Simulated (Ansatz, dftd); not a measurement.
Species: H4BGeO, charge 0, doublet. H4BGeO (SMILES [BH]([GeH3])[O], doublet).
B3LYP-D3(BJ)/def2-TZVP minimum from Ansatz (a first-principles code):
```xyz
7

B     -1.4347     0.4454    -0.3296
Ge     0.5284    -0.4043     0.2137
H      0.7042    -1.6726    -0.6409
H      1.6450     0.6087    -0.0523
H      0.4449    -0.7703     1.7067
H     -2.3414    -0.3137    -0.1380
O     -1.2736     1.6073    -0.7584
```
Charge 0, spin multiplicity 2.

Wanted: atomisation energy (electronic, to ground-state atoms), in kJ/mol. Open shells are spin-unrestricted; no spin-orbit coupling. Correlated methods leave the cores frozen (noble-gas shells, and filled d and f shells in the p block). No relativity. CBS(X,Y): correlation extrapolated as X^-3, Hartree-Fock from the larger set. A bracket is a step between two methods taken in the basis named. Double hybrids freeze cores in their MP2 part. For partners of very few electrons the exact lower level stands in for a higher one. The UHF reference of H4BGeO ([O][BH][GeH3], doublet) is spin-contaminated (<S^2> up to 0.04 over the pure value in the sets run).

```
level                                                               program  atomisation energy (kJ/mol)  difference against the last row
-----------------------------------------------------------  --------------  ---------------------------  -------------------------------
PBE-D3(BJ)/def2-TZVPD                                        Ansatz + dftd3                       2222.6                             58.6
r2SCAN-D3(BJ)/def2-TZVPD                                     Ansatz + dftd3                       2213.3                             49.3
r2SCAN-D4/def2-TZVPD                                         Ansatz + dftd4                       2212.9                             48.9
PBE0-D4/def2-TZVPD                                           Ansatz + dftd4                       2167.7                              3.7
r2SCANh-D4/def2-TZVPD                                        Ansatz + dftd4                       2191.2                             27.2
CAM-B3LYP-D3(BJ)/def2-TZVPD                                  Ansatz + dftd3                       2193.4                             29.4
wB97X-V/def2-TZVPD                                                   Ansatz                       2186.1                             22.1
B2PLYP-D3(BJ)/def2-TZVPD                                     Ansatz + dftd3                       2154.8                             -9.2
B2GP-PLYP/def2-TZVPD                                                 Ansatz                       2131.4                            -32.6
MP2/cc-pVDZ                                                          Ansatz                       1979.4                           -184.6
MP2/cc-pVTZ                                                          Ansatz                       2082.4                            -81.6
CCSDT(Q)/cc-pVDZ                                                     Ansatz                       2004.1                           -159.9
CCSD(T)/CBS(cc-pVTZ,cc-pVQZ) + [CCSDT(Q) - CCSD(T)]/cc-pVDZ          Ansatz                       2164.0                              0.0
```
